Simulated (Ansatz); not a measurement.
Job for Ansatz (a quantum-chemistry and plane-wave program): R-CCSD(T)/aug-cc-pV(D+d)Z on ClH6NSi (a complex), monomers drawn apart or pushed together. Files ending in .json are basis or fitting sets from the Basis Set Exchange.

Ansatz 0.2 input:
```yaml
crystal:
  periodic: [false, false, false]
  atoms:
    - {symbol: N, position_ang: [-0.09383993, -0.07481457, 0.31169613]}
    - {symbol: H, position_ang: [-0.30930572, 0.89874724, 0.49350779]}
    - {symbol: H, position_ang: [0.52874894, -0.11157917, -0.48725244]}
    - {symbol: H, position_ang: [-0.96141658, -0.52830540, 0.04871559]}
    - {symbol: Si, position_ang: [0.46872521, -0.99529927, 2.90025925]}
    - {symbol: Cl, position_ang: [-1.28594149, 0.10639672, 3.06148334]}
    - {symbol: H, position_ang: [0.75104605, -1.47013923, 4.27477301]}
    - {symbol: H, position_ang: [1.57274127, -0.12935286, 2.45748974]}
    - {symbol: H, position_ang: [0.25710430, -2.15998623, 2.02642492]}
basis:
  gaussian:
    orbitals: aug-cc-pV_D+d_Z.json
magnetization: {spin_polarized: false}
correlation: {method: ccsd_t, electrons: outside_noble_gas}
scf: {lower_state_search: off}
```

The log:

```
Functional definition: HF
[...]
these checks for a lower state are left out or cut short: stability, starts, cluster_reference, orbital_swaps, neighbouring_geometries, increment
integrals: 0.35 GiB planned
1376 factors; integrals over basis functions are off by at most 8.4e-4 eV
mean field: 0.44 GiB planned
mean field evaluation 1: about -21941.5372 eV, gradient 3.3e1 eV
mean field evaluation 2: about -21941.6275 eV, gradient 3.3e1 eV
mean field evaluation 4: about -21944.2592 eV, gradient 2.6e0 eV
mean field evaluation 8: about -21944.2910 eV, gradient 1.6e-1 eV
mean field -21944.29117097 eV, -806.4378261585 hartree, gradient 2.6e-6 eV, S^2 0.000000; 0 other end points of the search recorded, 0 dependent functions left out
11 core orbitals not correlated
reference -21944.29117097 eV, -806.4378261585 hartree; 11, 11 occupied and 119, 119 virtual orbitals, 1376 factors
second order -12.71002242 eV of doubles, -0.00000000 eV of singles
coupled cluster: 0.89 GiB planned
cycle   1  -13.67328523 eV  change   -9.6e-1 eV  update   7.7e-2
cycle   2  -14.03917636 eV  change   -3.7e-1 eV  update   2.3e-2
cycle   3  -14.08958874 eV  change   -5.0e-2 eV  update   8.5e-3
cycle   4  -14.08689964 eV  change    2.7e-3 eV  update   2.2e-3
cycle   5  -14.08640289 eV  change    5.0e-4 eV  update   7.7e-4
cycle   6  -14.08641648 eV  change   -1.4e-5 eV  update   2.5e-4
cycle   7  -14.08638128 eV  change    3.5e-5 eV  update   9.3e-5
cycle   8  -14.08638194 eV  change   -6.5e-7 eV  update   3.7e-5
cycle   9  -14.08638360 eV  change   -1.7e-6 eV  update   1.4e-5
perturbative correction -0.38568856 eV, -0.0141737931 hartree
Total energy: -21958.76324314 eV, -806.9696650009 hartree
Checks for a lower state left out: stability, starts, cluster_reference, orbital_swaps, neighbouring_geometries, increment
```

Self-consistency was reached.

Cost: very roughly 30 core-seconds.
